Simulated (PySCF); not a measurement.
AlH₂F, SMILES [AlH2][F]. Atoms are numbered in the order given.

```xyz
4

Al     0.0000     0.0000     0.5617
H      0.0000     1.4011     1.2773
H      0.0000    -1.4011     1.2773
F      0.0000     0.0000    -1.0951
```

Coordinates come from a TPSSh-D3(BJ)/def2-TZVP optimisation.

Computed with KT2/pcSseg-2 (PySCF).

GIAO shieldings, no solvent; atoms alike by connectivity are averaged. δ = σ(ref) − σ: ¹H against TMS (σ = 31.47 ppm); ¹⁹F against CFCl3 (σ = 125.1 ppm), references at their B3LYP-D3(BJ)/def2-TZVP geometries, non-relativistic.

Question: Estimate the chemical shifts. (Estimate from the structure and the level; the computed values follow.)

Answer: 
```
nucleus   atoms  count  δ (ppm)
-------  ------  -----  -------
¹H       H2, H3      2     5.07
¹⁹F          F4      1   -158.8
```
